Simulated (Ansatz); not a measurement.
All numbers were calculated with Ansatz.

A structure relaxed at PBE0-D4/def2-TZVP, charge 0, multiplicity 1:

```xyz
11

C    -0.759   -0.012    1.765
O    -0.444   -0.503    0.478
Si    0.200    0.340   -0.735
N     0.848   -0.729   -1.849
F     1.227    1.381   -0.107
F    -0.849    1.259   -1.489
H    -0.836   -0.864    2.442
H    -1.718    0.513    1.752
H     0.014    0.666    2.136
H     1.341   -1.560   -1.576
H     0.975   -0.490   -2.817
```

Question: Give its formula and SMILES.

Answer: CH5F2NOSi, `CO[Si](N)(F)F`.

Question: Summarise the bond lengths by kind.

Answer: 1 × C–O 1.413 Å; 3 × C–H 1.091 to 1.093 Å; 1 × O–Si 1.611 Å; 1 × N–Si 1.675 Å; 2 × F–Si 1.585 to 1.591 Å; 2 × H–N 1.004 Å.
